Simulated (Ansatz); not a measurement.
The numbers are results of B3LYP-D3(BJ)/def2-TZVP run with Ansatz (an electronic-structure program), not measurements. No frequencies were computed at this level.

Ansatz 0.2 input:
```yaml
crystal:
  periodic: [false, false, false]
  atoms:
    - { symbol: O, position_ang: [-0.943045, -1.157601, -1.008792] }
    - { symbol: C, position_ang: [-0.28098, -0.69002, 0.134907] }
    - { symbol: C, position_ang: [-0.360034, 0.820167, 0.408078] }
    - { symbol: Si, position_ang: [1.346679, 0.235085, -0.137554] }
    - { symbol: H, position_ang: [-1.887456, -0.974344, -0.924758] }
    - { symbol: H, position_ang: [-0.445586, -1.329971, 1.002269] }
    - { symbol: H, position_ang: [-0.55139, 1.102917, 1.43425] }
    - { symbol: H, position_ang: [-0.982601, 1.374424, -0.282703] }
    - { symbol: H, position_ang: [2.372547, 0.127801, 0.883555] }
    - { symbol: H, position_ang: [1.731866, 0.491539, -1.509251] }
basis:
  gaussian: { orbitals: def2-tzvp }
hamiltonian:
  xc: b3lyp
  dispersion: d3bj
relax:
  max_steps: 150
```

Output:

```
Functional definition: B3LYP
1036 factors; their error is unknown
mean field evaluation 1: about -12086.5630 eV, gradient 7.0e1 eV
mean field evaluation 2: about -12065.4799 eV, gradient 1.1e2 eV
mean field evaluation 4: about -12097.3159 eV, gradient 6.2e0 eV
mean field evaluation 8: about -12097.4054 eV, gradient 1.2e-1 eV
mean field evaluation 16: about -12097.4201 eV, gradient 5.7e-4 eV
mean field -12097.42008871 eV, -444.5719883341 hartree, gradient 4.8e-5 eV, S^2 0.000000; 0 other end points of the search recorded, 0 dependent functions left out
reference -12097.42034796 eV, -444.5719978616 hartree; 20, 20 occupied and 146, 146 virtual orbitals, 1036 factors
relax step   1: F+E_penalty+E_count = -12097.75055867 eV  Δ(F+E_penalty+E_count) = +0.000e0 eV  max|allowed force component| = 1.289e0 eV/Å  Δτ_max = 0.0000 Å  (29 SCF iters, accepted)
these checks for a lower state are left out or cut short: starts, cluster_reference, orbital_swaps, neighbouring_geometries, increment
1036 factors; their error is unknown
mean field -12097.45404883 eV, -444.5732363456 hartree, gradient 1.5e-5 eV, S^2 0.000000; 0 other end points of the search recorded, 0 dependent functions left out
reference -12097.45430834 eV, -444.5732458824 hartree; 20, 20 occupied and 146, 146 virtual orbitals, 1036 factors
relax step   2: F+E_penalty+E_count = -12097.78409288 eV  Δ(F+E_penalty+E_count) = -3.353e-2 eV  max|allowed force component| = 5.551e-1 eV/Å  Δτ_max = 0.0324 Å  (32 SCF iters, accepted)
these checks for a lower state are left out or cut short: starts, cluster_reference, orbital_swaps, neighbouring_geometries, increment
1036 factors; their error is unknown
mean field evaluation 32: about -12097.4618 eV, gradient 1.5e-5 eV
mean field -12097.46175329 eV, -444.5735194795 hartree, gradient 1.5e-5 eV, S^2 0.000000; 0 other end points of the search recorded, 0 dependent functions left out
reference -12097.46201246 eV, -444.5735290036 hartree; 20, 20 occupied and 146, 146 virtual orbitals, 1036 factors
relax step   3: F+E_penalty+E_count = -12097.79192736 eV  Δ(F+E_penalty+E_count) = -7.834e-3 eV  max|allowed force component| = 1.096e-1 eV/Å  Δτ_max = 0.0212 Å  (32 SCF iters, accepted)
these checks for a lower state are left out or cut short: starts, cluster_reference, orbital_swaps, neighbouring_geometries, increment
1036 factors; their error is unknown
mean field -12097.46333666 eV, -444.5735776671 hartree, gradient 1.5e-5 eV, S^2 0.000000; 0 other end points of the search recorded, 0 dependent functions left out
reference -12097.46359570 eV, -444.5735871866 hartree; 20, 20 occupied and 146, 146 virtual orbitals, 1036 factors
relax step   4: F+E_penalty+E_count = -12097.79349926 eV  Δ(F+E_penalty+E_count) = -1.572e-3 eV  max|allowed force component| = 6.959e-2 eV/Å  Δτ_max = 0.0175 Å  (32 SCF iters, accepted)
these checks for a lower state are left out or cut short: starts, cluster_reference, orbital_swaps, neighbouring_geometries, increment
1036 factors; their error is unknown
mean field -12097.46377314 eV, -444.5735937073 hartree, gradient 1.5e-5 eV, S^2 0.000000; 0 other end points of the search recorded, 0 dependent functions left out
reference -12097.46403238 eV, -444.5736032342 hartree; 20, 20 occupied and 146, 146 virtual orbitals, 1036 factors
relax step   5: F+E_penalty+E_count = -12097.79336411 eV  Δ(F+E_penalty+E_count) = +1.351e-4 eV  max|allowed force component| = 1.687e-1 eV/Å  Δτ_max = 0.0360 Å  (32 SCF iters, rejected (line search))
these checks for a lower state are left out or cut short: starts, cluster_reference, orbital_swaps, neighbouring_geometries, increment
1036 factors; their error is unknown
mean field -12097.46461936 eV, -444.5736248053 hartree, gradient 1.5e-5 eV, S^2 0.000000; 0 other end points of the search recorded, 0 dependent functions left out
reference -12097.46487847 eV, -444.5736343277 hartree; 20, 20 occupied and 146, 146 virtual orbitals, 1036 factors
relax step   6: F+E_penalty+E_count = -12097.79454870 eV  Δ(F+E_penalty+E_count) = -1.049e-3 eV  max|allowed force component| = 2.557e-2 eV/Å  Δτ_max = 0.0175 Å  (32 SCF iters, accepted)
these checks for a lower state are left out or cut short: starts, cluster_reference, orbital_swaps, neighbouring_geometries, increment
1036 factors; their error is unknown
mean field -12097.46479694 eV, -444.5736313315 hartree, gradient 1.5e-5 eV, S^2 0.000000; 0 other end points of the search recorded, 0 dependent functions left out
reference -12097.46505605 eV, -444.5736408533 hartree; 20, 20 occupied and 146, 146 virtual orbitals, 1036 factors
relax step   7: F+E_penalty+E_count = -12097.79469654 eV  Δ(F+E_penalty+E_count) = -1.478e-4 eV  max|allowed force component| = 6.176e-2 eV/Å  Δτ_max = 0.0347 Å  (32 SCF iters, accepted)
these checks for a lower state are left out or cut short: starts, cluster_reference, orbital_swaps, neighbouring_geometries, increment
1036 factors; their error is unknown
mean field evaluation 64: about -12097.4654 eV, gradient 4.5e-1 eV
mean field -12097.46565939 eV, -444.5736630258 hartree, gradient 1.5e-5 eV, S^2 0.000000; 0 other end points of the search recorded, 0 dependent functions left out
reference -12097.46591877 eV, -444.5736725580 hartree; 20, 20 occupied and 146, 146 virtual orbitals, 1036 factors
relax step   8: F+E_penalty+E_count = -12097.79526412 eV  Δ(F+E_penalty+E_count) = -5.676e-4 eV  max|allowed force component| = 2.617e-2 eV/Å  Δτ_max = 0.0213 Å  (32 SCF iters, accepted)
these checks for a lower state are left out or cut short: starts, cluster_reference, orbital_swaps, neighbouring_geometries, increment
1036 factors; their error is unknown
mean field -12097.46570449 eV, -444.5736646832 hartree, gradient 1.5e-5 eV, S^2 0.000000; 0 other end points of the search recorded, 0 dependent functions left out
reference -12097.46596377 eV, -444.5736742116 hartree; 20, 20 occupied and 146, 146 virtual orbitals, 1036 factors
relax step   9: F+E_penalty+E_count = -12097.79532410 eV  Δ(F+E_penalty+E_count) = -5.998e-5 eV  max|allowed force component| = 1.544e-2 eV/Å  Δτ_max = 0.0066 Å  (33 SCF iters, accepted)
these checks for a lower state are left out or cut short: starts, cluster_reference, orbital_swaps, neighbouring_geometries, increment
1036 factors; their error is unknown
mean field -12097.46575416 eV, -444.5736665086 hartree, gradient 1.5e-5 eV, S^2 0.000000; 0 other end points of the search recorded, 0 dependent functions left out
reference -12097.46601354 eV, -444.5736760406 hartree; 20, 20 occupied and 146, 146 virtual orbitals, 1036 factors
relax step  10: F+E_penalty+E_count = -12097.79533306 eV  Δ(F+E_penalty+E_count) = -8.953e-6 eV  max|allowed force component| = 2.146e-2 eV/Å  Δτ_max = 0.0046 Å  (33 SCF iters, accepted)
these checks for a lower state are left out or cut short: starts, cluster_reference, orbital_swaps, neighbouring_geometries, increment
1036 factors; their error is unknown
mean field -12097.46575210 eV, -444.5736664328 hartree, gradient 1.5e-5 eV, S^2 0.000000; 0 other end points of the search recorded, 0 dependent functions left out
reference -12097.46601144 eV, -444.5736759633 hartree; 20, 20 occupied and 146, 146 virtual orbitals, 1036 factors
relax step  11: F+E_penalty+E_count = -12097.79536344 eV  Δ(F+E_penalty+E_count) = -3.039e-5 eV  max|allowed force component| = 2.008e-3 eV/Å  Δτ_max = 0.0032 Å  (33 SCF iters, accepted)
1036 factors; their error is unknown
mean field evaluation 96: about -12097.4658 eV, gradient 1.5e-5 eV
mean field -12097.46575210 eV, -444.5736664328 hartree, gradient 1.5e-5 eV, S^2 0.000000; 1 other end points of the search recorded, 0 dependent functions left out
reference -12097.46601144 eV, -444.5736759633 hartree; 20, 20 occupied and 146, 146 virtual orbitals, 1036 factors
Total energy: -12097.79562278 eV, -444.5857889568 hartree
Atom 0 at    -0.982596    -1.162306    -1.023067 Å, force     0.001855    -0.001760    -0.000840 eV/Å
Atom 1 at    -0.288716    -0.685494     0.106998 Å, force    -0.001992     0.001631    -0.001899 eV/Å
Atom 2 at    -0.367700     0.828809     0.410695 Å, force     0.000469     0.002008     0.001926 eV/Å
Atom 3 at     1.313287     0.231498    -0.117769 Å, force    -0.000764    -0.001227     0.000735 eV/Å
Atom 4 at    -1.928876    -1.050120    -0.865686 Å, force    -0.000330     0.000503     0.000550 eV/Å
Atom 5 at    -0.388900    -1.316708     0.989745 Å, force     0.000576    -0.000268     0.000285 eV/Å
Atom 6 at    -0.591695     1.120267     1.430588 Å, force     0.000853     0.000169     0.000081 eV/Å
Atom 7 at    -0.913707     1.405110    -0.329902 Å, force    -0.000570    -0.001184    -0.000592 eV/Å
Atom 8 at     2.387447     0.065731     0.877278 Å, force    -0.000214    -0.000051    -0.000716 eV/Å
Atom 9 at     1.761457     0.563210    -1.478881 Å, force     0.000117     0.000178     0.000472 eV/Å
Dipole moment:    -0.140440     0.148797     0.238769 e Å
```

Cost: roughly 70 core-seconds.
